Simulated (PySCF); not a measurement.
F₇Re (SMILES [F][Re]([F])([F])([F])([F])([F])[F]), singlet, at a GFN2-xTB geometry (such geometries of metal compounds can be far from the true shape) (core potentials on Re). Base run: DF-CAMB3LYP/def2-SV(P) run with PySCF.

PySCF was given this input:
```python
from pyscf import gto, scf, dft

mol = gto.Mole()
mol.atom = '''
    Re    0.00000000    0.00000000    0.00000000
    F     0.26548101    1.80612236   -0.29229660
    F     0.04380752   -0.28931968   -1.74793913
    F    -0.04380752    0.28931968    1.74793913
    F    -1.65749255    0.80027314   -0.17400229
    F     0.86031045   -1.61084100    0.28818856
    F    -1.28986775   -1.31152636    0.18475728
    F     1.82156884    0.31597187   -0.00664695
'''
mol.basis = 'def2-sv(p)'
mol.ecp = {'Re': 'def2-sv(p)'}
mol.verbose = 4
mol.build()

mf = dft.RKS(mol)
mf.xc = 'camb3lyp'
mf = mf.density_fit(auxbasis='def2-universal-jkfit')
mf.kernel()
mf.analyze()
```

Variants of this job, named by their change:

| change | ΔE vs base (mEh) | SCF cycles | outcome |
|---|---|---|---|
| base | 0.000 | 13 | converged |
| init_guess = huckel | 0.000 | 14 | converged |
| init_guess = vsap | - | - | input refused |
| conv_tol_grad = 1e-3 | 0.000 | 13 | converged |
| level_shift = 0.1 (with mf.max_cycle = 100) | 0.000 | 12 | converged |
| DIIS = EDIIS | - | 50 | not converged |
| init_guess = mod_huckel | 0.000 | 14 | converged |
| diis = off; damp = 0.3 (with mf.diis_start_cycle = 200; with mf.max_cycle = 150) | - | 150 | not converged |
| DIIS = ADIIS | 0.000 | 20 | converged |
| diis_space = 4 | 0.000 | 18 | converged |
| diis_space = 12 | 0.000 | 13 | converged |
| conv_tol = 1e-4 | 0.016 | 8 | converged |
| diis = off; damp = 0.6 (with mf.diis_start_cycle = 200; with mf.max_cycle = 150) | 0.000 | 22 | converged |

- init_guess = vsap: ended with `AssertionError: ECP or PP not supported`
